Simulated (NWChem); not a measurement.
**Ionisation of 1,1,1-trifluoroethane (C$_{2}$H$_{3}$F$_{3}$)**

SMILES: FC(F)(F)C
```xyz
8

C     -1.4629    -0.1194     0.0000
C      0.0309     0.0025     0.0000
F      0.4707     0.6625     1.0773
F      0.4707     0.6625    -1.0773
F      0.6225    -1.1972     0.0000
H     -1.7858    -0.6647     0.8958
H     -1.7858    -0.6647    -0.8958
H     -1.9121     0.8817     0.0000
```
Charge 0, spin multiplicity 1.

Program: NWChem. All single points use one geometry, from PBE0/def2-SVP, a minimum by its harmonic frequencies.

Basis set: def2-TZVP. −ε marks an orbital energy of the parent.

B3LYP has NWChem's definition, with VWN1-RPA local correlation.

Question: For the first vertical ionisation energy, −ε(HOMO) of B3LYP gives 10.66 eV and −ε(HOMO) of LDA (SVWN5) gives 9.29 eV. What do −ε(HOMO) of BP86, −ε(HOMO) of PBE, −ε(HOMO) of HF give?

Answer: −ε(HOMO) of BP86: 9.19 eV; −ε(HOMO) of PBE: 9.08 eV; −ε(HOMO) of HF: 15.36 eV.
